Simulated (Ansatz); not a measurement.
# Abstraction of F: C3H4AlF + CH3O → C3H4Al + CH3FO

Species: C3H4AlF `C#[C][Al]([CH3])[F]`, singlet; CH3O (hydroxymethyl radical) `[CH2]O`, doublet; C3H4Al `C#[C][Al][CH3]`, doublet; CH3FO `OCF`, singlet. A radical takes F: the energy is the difference in strength between the Al–F bond broken and the C–F bond made.

Shapes, held fixed at every level: PBE0-D4/def2-TZVP. Flexible molecules stand in one conformer, not always the lowest. Programs: Ansatz 0.2.0. Electronic energies: no zero-point or thermal term.

| level | kind | ΔE (kJ/mol) | less CCSD(T)/CBS estimate | CPU time (sum over the molecules) |
| --- | --- | --- | --- | --- |
| SPW92/def2-TZVPP | LDA | +138.0 | -42.0 | 12 s |
| PBE-D4/def2-TZVPP | GGA | +152.4 | -27.6 | 21 s |
| PBE0-D4/def2-TZVPP | global hybrid | +158.7 | -21.3 | 25 s |
| r2SCAN0-D4/def2-TZVPP | global hybrid | +175.5 | -4.5 | 45 s |
| wB97X-V/def2-TZVPP | range-separated hybrid | +173.3 | -6.7 | 58 s |
| CCSD(T)/def2-TZVPP | coupled cluster or CI | +173.6 | -6.4 | 2.6 min |
| CCSD(T)/CBS estimate | coupled cluster or CI | +180.0 | 0.0 | 4.3 min |

The highest level, CCSD(T)/CBS estimate, gives ΔE = +180.0 kJ/mol; the levels span +138.0 to +180.0. The column of differences is taken from that level and isn't an error. No measured value is set beside it here. Open shells run unrestricted unless RO is named. The CBS estimate extrapolates MP2 from def2-TZVPP and def2-QZVPP and adds CCSD(T) − MP2 in the triple-zeta set, cores frozen. Times are processor times on shared x86 and Arm servers, and rough.
